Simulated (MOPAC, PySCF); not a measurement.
[Nb(F)2(NH2)3], neutral singlet in the gas phase. 

Cartesian coordinates (Å):
```xyz
12

Nb    -0.1289     0.0126     0.0748
F      0.9305     0.6817     1.4763
F     -1.1883    -0.6564    -1.3268
N     -0.3807     1.8594    -0.6165
H      0.0161     2.6952    -0.1919
H     -0.9238     2.0985    -1.4436
N     -1.4081    -0.7356     1.3998
H     -2.2520    -1.2526     1.1611
H     -1.3088    -0.6544     2.4096
N      1.4019    -1.0858    -0.5590
H      1.3758    -1.7023    -1.3687
H      2.3193    -1.1085    -0.1183
```
Charge 0, spin multiplicity 1.

All levels are single points at this geometry (r2SCAN-D4/def2-SVP); Pople sets use spherical d functions. Orbital energies aren't observables, and empty levels follow the basis.

```json
[
 {"level": "B3LYP-D3(BJ)/def2-TZVP in PySCF", "HOMO (eV)": "-6.85", "LUMO (eV)": "-2.45", "gap (eV)": "4.40", "dipole (D)": "0.00", "vertical IE, Delta-SCF (eV)": "–"},
 {"level": "PBE-D3(BJ)/def2-TZVP in PySCF", "HOMO (eV)": "-5.67", "LUMO (eV)": "-3.07", "gap (eV)": "2.60", "dipole (D)": "0.00", "vertical IE, Delta-SCF (eV)": "–"},
 {"level": "TPSSh-D3(BJ)/def2-TZVP in PySCF", "HOMO (eV)": "-6.30", "LUMO (eV)": "-2.67", "gap (eV)": "3.63", "dipole (D)": "0.00", "vertical IE, Delta-SCF (eV)": "–"},
 {"level": "B3LYP/6-311+G** (LANL2DZ on Nb) in PySCF", "HOMO (eV)": "-6.93", "LUMO (eV)": "-3.05", "gap (eV)": "3.88", "dipole (D)": "0.00", "vertical IE, Delta-SCF (eV)": "–"},
 {"level": "B3LYP/6-31G* (LANL2DZ on Nb) in PySCF", "HOMO (eV)": "-6.38", "LUMO (eV)": "-2.42", "gap (eV)": "3.97", "dipole (D)": "0.00", "vertical IE, Delta-SCF (eV)": "8.50"},
 {"level": "B3LYP/LANL2DZ in PySCF", "HOMO (eV)": "-6.67", "LUMO (eV)": "-2.81", "gap (eV)": "3.86", "dipole (D)": "0.00", "vertical IE, Delta-SCF (eV)": "–"},
 {"level": "BP86/6-31G* (LANL2DZ on Nb) in PySCF", "HOMO (eV)": "-5.30", "LUMO (eV)": "-3.09", "gap (eV)": "2.21", "dipole (D)": "0.00", "vertical IE, Delta-SCF (eV)": "–"},
 {"level": "M06-2X/6-31G* (LANL2DZ on Nb) in PySCF", "HOMO (eV)": "-8.07", "LUMO (eV)": "-1.27", "gap (eV)": "6.80", "dipole (D)": "0.00", "vertical IE, Delta-SCF (eV)": "–"},
 {"level": "PBE/6-31G* (LANL2DZ on Nb) in PySCF", "HOMO (eV)": "-5.20", "LUMO (eV)": "-2.98", "gap (eV)": "2.22", "dipole (D)": "0.00", "vertical IE, Delta-SCF (eV)": "–"},
 {"level": "SVWN5/6-31G* (LANL2DZ on Nb) in PySCF", "HOMO (eV)": "-5.33", "LUMO (eV)": "-3.12", "gap (eV)": "2.21", "dipole (D)": "0.00", "vertical IE, Delta-SCF (eV)": "8.31"},
 {"level": "HF/6-31G* (LANL2DZ on Nb) in PySCF", "HOMO (eV)": "-10.24", "LUMO (eV)": "1.45", "gap (eV)": "11.69", "dipole (D)": "0.00", "vertical IE, Delta-SCF (eV)": "–"},
 {"level": "PM6 in MOPAC", "HOMO (eV)": "-8.14", "LUMO (eV)": "0.24", "gap (eV)": "8.38", "dipole (D)": "0.00", "vertical IE, Delta-SCF (eV)": "–"},
 {"level": "PM7 in MOPAC", "HOMO (eV)": "-8.53", "LUMO (eV)": "0.42", "gap (eV)": "8.95", "dipole (D)": "0.00", "vertical IE, Delta-SCF (eV)": "–"}
]
```
